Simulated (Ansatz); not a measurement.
C3H4Cl2F2Si2, SMILES `C[SiH](Cl)C#C[Si](F)(F)Cl`. The species carries charge 0 and has multiplicity 1. Geometry: relaxed with PBE0-D4/def2-TZVP.

```xyz
13

C     1.757   -1.669   -1.026
Si    1.245   -1.085    0.654
Cl    2.788   -0.092    1.569
C    -0.155    0.090    0.508
C    -1.089    0.855    0.391
Si   -2.449    2.016    0.205
F    -3.598    1.360   -0.648
F    -3.052    2.374    1.613
Cl   -1.848    3.710   -0.701
H     2.597   -2.362   -0.946
H     0.924   -2.183   -1.513
H     2.058   -0.826   -1.649
H     0.822   -2.187    1.545
```

Question: What is the dipole moment at PBE/def2-TZVPP? (Best estimate.)

Answer: Ansatz gave: 2.57 D, with components (1.27, -1.78, -1.34) D in this frame, pointing from negative to positive charge.

Question: And with r2SCAN, B3LYP, ωB97M-V? (Best estimate.)

Answer: The calculation gave: r2SCAN 2.62 D, B3LYP 2.62 D, ωB97M-V 2.58 D.

Question: Give the Mulliken charges with PBE, B3LYP, ωB97M-V in def2-TZVPP. (Estimate.)

Answer: Computed: 
```csv
atom,PBE,B3LYP,ωB97M-V
C1,-0.36,-0.37,-0.43
Si2,0.47,0.56,0.50
Cl3,-0.21,-0.24,-0.20
C4,-0.14,-0.18,-0.18
C5,-0.17,-0.18,-0.21
Si6,0.76,0.88,0.85
F7,-0.24,-0.28,-0.27
F8,-0.24,-0.28,-0.27
Cl9,-0.17,-0.19,-0.16
H10,0.12,0.11,0.13
H11,0.12,0.11,0.13
H12,0.12,0.12,0.13
H13,-0.06,-0.06,-0.02
```

B3LYP here is the variant with VWN-RPA as its local correlation; programs differ in this.
